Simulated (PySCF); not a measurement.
All numbers come from PBE0/[Y def2-TZVP with ECP28, O def2-TZVP, Br def2-TZVP], scalar-relativistic core potentials, density fitting, no spin–orbit coupling, PySCF. Open shells, if any, are unrestricted.

What shape and geometry does isolated singlet YOBr take (every ligand bound to Y)?

Formally Y is in oxidation state +3, d0. The polar-tensor charge on Y, 1.83, is below the formal one. The lowest minimum found is a singlet of Cs symmetry with Y–Br 2.666 Å, Y–O 1.794 Å; Br–Y–O 119.5°. Its harmonic wavenumbers are 109 (a'), 243 (a'), 879 (a') cm⁻¹ and its dipole moment is 7.35 D.

Other isomers or separated fragments may lie lower.
